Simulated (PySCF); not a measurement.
A PySCF script (with the pyscf-properties extension) for the NMR shieldings of `C(C=C)[Si@H](N[SiH3])B(C)C`, C$_{5}$H$_{16}$BNSi$_{2}$, on a GFN2-xTB geometry:

```python
import basis_set_exchange as bse
import numpy as np
from pyscf import gto, dft
from pyscf.prop import nmr

atoms = """
C    -1.559134   -2.255455   -0.585043
C    -1.767906   -0.964269   -0.385592
C    -1.532442   -0.254558    0.892015
Si    0.138348    0.712790    0.851410
N    -0.084898    2.029319   -0.277085
Si   -1.475797    2.993171   -0.633996
B     1.603190   -0.474601    0.306768
C     2.412870   -1.283260    1.388143
C     1.926885   -0.697991   -1.215305
H    -1.722018   -2.724265   -1.541124
H    -1.228801   -2.903045    0.211967
H    -2.093948   -0.339250   -1.206580
H    -1.509556   -0.963891    1.718856
H    -2.334399    0.458602    1.075355
H     0.204548    1.333762    2.201606
H     0.745373    2.291222   -0.781489
H    -2.167431    3.321780    0.612108
H    -0.976335    4.195663   -1.304659
H    -2.392867    2.275525   -1.530125
H     3.146258   -0.613022    1.840756
H     2.965946   -2.135300    0.996864
H     1.790767   -1.630539    2.211254
H     2.905532   -1.129133   -1.419787
H     1.186019   -1.411404   -1.586322
H     1.808862    0.192293   -1.830859
"""
names = dict.fromkeys(["C", "Si", "N", "B", "H"], "pcSseg-1")
basis = {el: gto.basis.parse(bse.get_basis(n, elements=[el], fmt="nwchem")) for el, n in names.items()}
mol = gto.M(atom=atoms, basis=basis, charge=0, verbose=0)
mf = dft.RKS(mol, xc="PBE0")
mf.grids.level = 2
mf.grids.alignment = dft.numint.BLKSIZE   # the property module wants whole blocks of grid points
mf.conv_tol = 1e-9
mf.kernel()

calc = nmr.RKS(mf)   # GIAO
C = mf.mo_coeff
Co = C[:, mf.mo_occ > 0]
resp = mf.gen_response(singlet=True, hermi=2)
def vind(x):   # induced exchange potential for any number of trial vectors
    d = np.einsum("pi,xij,qj->xpq", C, 2 * x.reshape(-1, C.shape[1], Co.shape[1]), Co, optimize=True)
    return np.einsum("xpq,pi,qj->xij", resp(d - d.transpose(0, 2, 1)), C, Co, optimize=True).ravel()
mo1, _ = nmr.rhf.solve_mo1(calc, with_cphf=vind)
sigma = calc.kernel(mo1)
for i, s in enumerate(sigma):   # ppm
    print("%2d %-2s %9.2f" % (i, mol.atom_pure_symbol(i), np.trace(s) / 3))
```

**Question.** Give the expected output.

**Answer.** 
```
 0 C      71.01
 1 C      38.93
 2 C     158.87
 3 Si    377.65
 4 N     273.61
 5 Si    407.99
 6 B      -8.86
 7 C     163.83
 8 C     161.00
 9 H      26.64
10 H      26.90
11 H      25.07
12 H      29.99
13 H      29.45
14 H      26.40
15 H      32.33
16 H      26.86
17 H      26.95
18 H      26.75
19 H      30.80
20 H      30.19
21 H      30.04
22 H      30.11
23 H      30.70
24 H      29.88
```

These numbers come from an equivalent density-fitted implementation of the same equations, which agrees with the script to about 0.01 ppm for H and up to a few tenths of a ppm for heavy atoms, so last digits may differ.

Size and cost of the density-fitted run: 247 basis functions, 72 s wall time on 1 thread of an Arm Neoverse V1, shared host; peak memory 1.1 GiB.
